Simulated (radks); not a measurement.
The numbers below are computed, except where a source is named.
The nuclear charge of the lutetium ion Lu2+ is varied continuously with 69 electrons held in [Xe] 4f14 6s1. Code: a radial shooting solver on a logarithmic mesh with Libxc functionals. Model: scalar-relativistic Kohn-Sham, BLYP, spin-polarised, spherical densities, finite nucleus; open shells are filled with parallel spins first (spin-orbit coupling, left out, can overturn this in heavy ions); Fermi nuclear charge, rms radius 5.37 fm. By the Hellmann-Feynman theorem dE/dZ = E(electron-nucleus)/Z, the electronic potential at the nucleus (averaged over a nucleus of fixed radius). The scalar-relativistic energy here is not variational (the density holds large components alone), so the two differ by a part that grows with Z.

\begin{tabular}{lrrrrr}
Z & E (hartree) & E(electron-nucleus)/Z (hartree) & HOMO & e(HOMO) (eV) & <r> HOMO (bohr) \\ \hline
70 & -14058.7623 & -494.087 & 4f & -9.539 & 0.7857 \\
70.5 & -14308.8605 & -499.406 & 6s & -13.613 & 3.245 \\
71 & -14561.6645 & -504.727 & 6s & -18.025 & 3.037 \\
71.5 & -14817.1773 & -510.053 & 6s & -22.791 & 2.866 \\
72 & -15075.4043 & -515.390 & 6s & -27.886 & 2.721 \\
\end{tabular}

The central difference of E at Z = 71 is -508.317 hartree, to compare with the third column; the second derivative is -10.8 hartree.
